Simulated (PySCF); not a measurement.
# Working with the constants of BSb

ROHF-CCSD(T) constants of BSb, ³Π (triplet), unpaired electrons σ ↑, π ↑ (PySCF, spin-free X2C with a Gaussian nucleus, basis sets B x2c-SVPall, Sb x2c-SVPall; masses 11.0093 and 120.9038 u):

```
ωe              : 670.0 cm⁻¹
ωexe            : 4.15 cm⁻¹
Be              : 0.38644 cm⁻¹
αe              : 0.00297 cm⁻¹
D (centrifugal) : 5.14e-07 cm⁻¹
De to B + Sb    : 1.92 eV
```

(1) Give the vibrational terms G(v) and spacings up to v = 6.

(2) How well does the Morse estimate ωe²/(4ωexe) reproduce De, and what is D0?

Correlated steps freeze 19 core orbitals. Correlated levels converge slowly with the basis: in double zeta they bind strong bonds too weakly, by up to about 1 eV, and carry superposition errors of some tenths. Spin–orbit coupling is left out, which matters for elements this heavy, above all for dissociation energies. The state is the lowest determinant that a PBE0 search found; another state may lie lower at other levels.

Results:

(1) G(v) = ωe(v+½) − ωexe(v+½)².

```json
{"v": "0", "G(v) (cm⁻¹)": "334.0", "G(v) − G(v−1)": "", "Bv (cm⁻¹)": "0.3850"}
{"v": "1", "G(v) (cm⁻¹)": "995.7", "G(v) − G(v−1)": "661.7", "Bv (cm⁻¹)": "0.3820"}
{"v": "2", "G(v) (cm⁻¹)": "1649.1", "G(v) − G(v−1)": "653.4", "Bv (cm⁻¹)": "0.3790"}
{"v": "3", "G(v) (cm⁻¹)": "2294.2", "G(v) − G(v−1)": "645.1", "Bv (cm⁻¹)": "0.3760"}
{"v": "4", "G(v) (cm⁻¹)": "2931.0", "G(v) − G(v−1)": "636.8", "Bv (cm⁻¹)": "0.3731"}
{"v": "5", "G(v) (cm⁻¹)": "3559.5", "G(v) − G(v−1)": "628.5", "Bv (cm⁻¹)": "0.3701"}
{"v": "6", "G(v) (cm⁻¹)": "4179.7", "G(v) − G(v−1)": "620.2", "Bv (cm⁻¹)": "0.3671"}
```

(2) It gives 3.35 eV, 175 % of the computed De. D0 = De − G(0) = 1.92 − 0.04 = 1.88 eV.
